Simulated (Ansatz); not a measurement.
System: C3H4Cl, charge 0, multiplicity 2. It need not be the lowest isomer of its formula. 
Geometry from a B3LYP-D3(BJ)/def2-TZVP (Ansatz, a first-principles code) optimisation:
SMILES: [CH2]/C=C/Cl
```xyz
8

C     -2.3826    -0.0094     0.1751
C     -1.0718     0.3901     0.0843
C     -0.0051    -0.4840    -0.0064
Cl     1.6207     0.0630    -0.1183
H     -3.1814     0.7141     0.2440
H     -2.6539    -1.0572     0.1805
H     -0.8454     1.4512     0.0824
H     -0.1145    -1.5585    -0.0133
```
Charge 0, spin multiplicity 2.

Basis-set convergence of Hartree-Fock and CCSD(T) correlation energies (hartree) with Ansatz. Valence correlation only, unless marked. Open shells are spin-unrestricted. Spin-orbit coupling is left out. Non-relativistic.

The UHF reference is spin-contaminated (<S^2> 0.21 over the pure value in the largest basis). 

| basis | functions | E(HF) | E(corr, CCSD(T)) |
|---|---|---|---|
| cc-pV(D+d)Z | 85 | -575.40344 | -0.57705 |
| cc-pV(T+d)Z | 185 | … | … |

Problem. Some entries are withheld; supply them.

Solution. 
- cc-pV(T+d)Z, E(HF): -575.45025
- cc-pV(T+d)Z, E(corr, CCSD(T)): -0.72095
